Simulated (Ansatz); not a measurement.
Reactions of BrFH₃NSi (`N[SiH](F)Br`).

Computed with Ansatz on PBE0-D4/def2-TZVP structures; ΔE is electronic, products minus reactants. CCSD(T)/CBS is the MP2 limit (def2-TZVPP, def2-QZVPP) plus CCSD(T) − MP2 in def2-TZVPP, frozen cores. This one scheme is used for every species, atoms too. Functionals use def2-TZVPP. Open shells (•) are unrestricted, without spin–orbit coupling. Spin–orbit coupling would lower the free atoms: a little for F, Si; clearly for Br. For Br, Se outer-core shells are correlated without core-valence functions, so the limit isn't a true one: a few kJ/mol of doubt a bond, and 10 to 20 or more in all where bonds break to atoms. Scalar relativity is left out up to krypton. One conformer a species, not always the lowest.

| reaction | r2SCAN-D4 (kJ/mol) | PBE0-D4 (kJ/mol) | CCSD(T)/CBS(def2) (kJ/mol) |
| --- | --- | --- | --- |
| `N[SiH](F)Br` + H–F → `F[SiH](F)Br` + NH₃ | -81 | -72 | -75 |
| `N[SiH](F)Br` + H₂Se → `N[SiH]([SeH])Br` + H–F | 84 | 71 | 77 |
| `N[SiH](F)Br` + `N[SiH](O)O` → `N[Si@H](F)O[Si@@H](N)O` + HBr | -37 | -31 | -38 |
| `N[SiH](F)Br` → Br• + F• + 3 H• + N• + Si• | 2446 | 2426 | 2468 |

Largest T1 diagnostic: 0.012, for Si•.
